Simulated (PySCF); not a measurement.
C₃H₉Sb (SMILES [CH3][Sb]([CH3])[CH3]), singlet, geometry from GFN2-xTB (core potentials on Sb). Base run: M062X/def2-SV(P) in PySCF.

Here is a job for PySCF.
```python
from pyscf import gto, scf, dft

mol = gto.Mole()
mol.atom = '''
    Sb   -0.006738    0.007403    0.431424
    C     0.192544   -1.823265   -0.714740
    H     1.117611   -2.323686   -0.452256
    H     0.198144   -1.591922   -1.774437
    H    -0.636971   -2.486204   -0.496815
    C     1.489217    1.049401   -0.743781
    H     2.476040    0.671277   -0.502375
    H     1.458237    2.110237   -0.523020
    H     1.295101    0.897088   -1.800014
    C    -1.646684    0.735326   -0.787370
    H    -2.551984    0.187230   -0.552656
    H    -1.408723    0.601973   -1.837180
    H    -1.814271    1.787682   -0.588540
'''
mol.basis = 'def2-sv(p)'
mol.ecp = {'Sb': 'def2-sv(p)'}
mol.charge = 0
mol.spin = 0
mol.verbose = 4
mol.build()

mf = dft.RKS(mol)
mf.xc = 'm062x'
mf.kernel()
mf.analyze()
```

The base run was repeated with changes; each row names its change, and settings that it needs were set with it.

```csv
change,ΔE vs base (mEh),grid points,electrons on the grid,outcome
base,0.000,152584,50.00000,converged
"grids.atom_grid = (30, 110)",-15.545,32016,50.00046,converged
grids.level = 0,-11.566,11672,49.99807,converged
grids.level = 4,-0.002,259328,50.00000,converged
"grids.atom_grid = (75, 302)",0.046,189192,49.99997,converged
grids.prune = dft.gen_grid.treutler_prune,0.011,133360,50.00000,converged
grids.radi_method = gauss_chebyshev,-0.014,148504,50.00000,converged
grids.prune = off,0.000,245080,50.00000,converged
"grids.atom_grid = (99, 590)",-0.001,421712,50.00000,converged
grids.prune = dft.gen_grid.sg1_prune,-,-,-,input refused
grids.radi_method = mura_knowles,0.000,144512,50.00000,converged
```

- grids.prune = dft.gen_grid.sg1_prune: ended with `IndexError: index 51 is out of bounds for axis 0 with size 19`
